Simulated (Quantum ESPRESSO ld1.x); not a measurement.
Mo, configuration [Kr] 4d5 5s1.

All-electron calculation, Dirac Kohn-Sham, PW91, spin-unpolarised, spherical densities, point nucleus; open shells are shared between the two j in proportion to 2j + 1. Program: ld1.x of Quantum ESPRESSO 7.5.

Energy parts (Ry):
part                     energy
total                  -8099.82
kinetic                 8398.89
electron-nucleus      -19568.82
Hartree                 3318.92
exchange-correlation    -248.81

Orbitals (lengths in bohr, moments of r in powers of bohr):
orbital,occ.,eigenvalue (Ry),<r^2>,<r^4>,<1/r>
1s1/2,2,-1456.45,0.001669,7.207e-06,43.55
2s1/2,2,-205.665,0.02779,0.001333,9.913
2p1/2,2,-189.220,0.02098,0.0008856,9.890
2p3/2,4,-181.384,0.02235,0.0009916,9.417
3s1/2,2,-35.0053,0.2107,0.06884,3.391
3p1/2,2,-28.7468,0.2088,0.07133,3.289
3p3/2,4,-27.4566,0.2192,0.07839,3.176
3d3/2,4,-16.3873,0.2055,0.08204,2.987
3d5/2,6,-16.1430,0.2089,0.08460,2.957
4s1/2,2,-4.73163,1.391,2.946,1.236
4p1/2,2,-2.95650,1.699,4.644,1.112
4p3/2,4,-2.77331,1.789,5.162,1.078
5s1/2,1,-0.30417,14.87,375.6,0.3578
4d3/2,2,-0.28850,4.968,60.20,0.6990
4d5/2,3,-0.27348,5.145,65.18,0.6887
5p1/2,0,-0.08482,33.05,1995,0.2418
5p3/2,0,-0.07804,35.21,2256,0.2333

The highest occupied level is 4d5/2 at -3.721 eV. Summed over all electrons, <r^2> = 57.56 bohr^2, which gives a Langevin (diamagnetic) susceptibility term of -45.6 x 10^-6 cm^3/mol. For comparison, the ionisation energy in NIST's Atomic Spectra Database is 7.092 eV (measured). In exact Kohn-Sham theory the highest level is minus the ionisation energy, but local and semilocal functionals leave it too shallow, through self-interaction and a potential that decays too fast; potentials with the right tail come closer.

Beside tabulated values, note that spin-unpolarised runs miss the spin-polarisation part of the exchange energy of open shells.
